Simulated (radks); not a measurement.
Effect of the nuclear size on the lutetium ion Lu25+, [Kr] 4d10. Calculated with a radial shooting solver on a logarithmic mesh with Libxc functionals: Dirac Kohn-Sham, relativistic LDA (MacDonald-Vosko exchange, VWN5 correlation), spin-unpolarised, spherical densities, finite nucleus; Fermi nuclear charge, rms radius 5.37 fm. The rms radius is varied about that value; shifts are against it.

rms radius (fm)  total energy shift (eV)  density at nucleus (e/bohr^3)  1s1/2 shift (meV)  2s1/2 shift (meV)  4s1/2 shift (meV)  4d5/2 shift (meV)  5s1/2 (empty) shift (meV)  5p1/2 (empty) shift (meV)
4.441                              -14.0                      1.164e+06              -5670               -777              -47.6               2.11                      -17.0                     -0.099
5.0854                             -4.48                      1.115e+06              -1820               -249              -15.2              0.676                      -5.43                     -0.032
5.37                                   0                      1.096e+06              0.000              0.000              0.000              0.000                      0.000                      0.000
5.7942                              6.99                      1.069e+06               2830                388               23.8              -1.05                       8.47                      0.050
6.5246                              19.9                       1.03e+06               8040               1100               67.5              -2.99                       24.1                      0.145

Slopes of the eigenvalues against <r^2> in GHz/fm^2, as finite differences over the two radii next to the reference (eigenvalue slopes, not the field-shift constants of lines): 1s1/2 146000, 2s1/2 20000, 4s1/2 1220, 4d5/2 -54.2, 5s1/2 (empty) 436, 5p1/2 (empty) 2.58.
